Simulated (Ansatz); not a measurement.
The cluster Be11⁻, 11 atoms. Hardware: 4 threads of Arm Neoverse V1 on a shared host.

Correlated methods freeze no core orbitals. In CCSD on the charge -1 doublet the largest single amplitude is 0.21, so its Hartree–Fock determinant may place the open shell otherwise than the density functionals do.

How many basis functions does each of these Ansatz runs have, and roughly what does it cost? MP2/def2-TZVPD, charge -1 doublet, energy, from earlier orbitals; CCSD(T)/def2-SVPD, charge -1 doublet, energy, from earlier orbitals; r2SCAN/def2-SVPD, charge -1 doublet, relaxation, 5 steps; PBE/def2-SVP, charge -1 doublet, energy with a search over starts; ωB97M-V/def2-TZVPD, charge -1 doublet, energy, from earlier orbitals; r2SCAN/def2-TZVPD, charge -1 doublet, energy, from earlier orbitals; PBE/def2-TZVPD, charge -1 doublet, energy and forces, from earlier orbitals; BHLYP/def2-TZVPD, charge -1 doublet, energy, from earlier orbitals; B3LYP/def2-TZVPD, charge -1 doublet, energy, from earlier orbitals; PBE0/def2-TZVPD, charge -1 doublet, energy, from earlier orbitals; HF/STO-3G, charge -1 doublet, energy.

Other jobs shared the machine, so times can vary by a factor of up to 3. A dash marks memory too small to be measured apart from the calling script's.

```
                                                                        run  functions  fitting or Cholesky vectors  wall time  peak host memory (GiB)
                                       HF/STO-3G, charge -1 doublet, energy         55                          669     0.75 s                       –
PBE/def2-TZVPD, charge -1 doublet, energy and forces, from earlier orbitals        242                         1727      9.5 s                       –
           MP2/def2-TZVPD, charge -1 doublet, energy, from earlier orbitals        242                         1947       12 s                    0.88
          PBE/def2-SVP, charge -1 doublet, energy with a search over starts         99                         1474       14 s                       –
          PBE0/def2-TZVPD, charge -1 doublet, energy, from earlier orbitals        242                         1727       17 s                       1
         B3LYP/def2-TZVPD, charge -1 doublet, energy, from earlier orbitals        242                         1727       23 s                     1.1
         BHLYP/def2-TZVPD, charge -1 doublet, energy, from earlier orbitals        242                         1727       27 s                     1.3
                   r2SCAN/def2-SVPD, charge -1 doublet, relaxation, 5 steps        132                         1672       31 s                       –
        r2SCAN/def2-TZVPD, charge -1 doublet, energy, from earlier orbitals        242                         1727       42 s                       1
       ωB97M-V/def2-TZVPD, charge -1 doublet, energy, from earlier orbitals        242                         1727    1.8 min                     1.5
        CCSD(T)/def2-SVPD, charge -1 doublet, energy, from earlier orbitals        132                         1678    3.9 min                     3.4
```
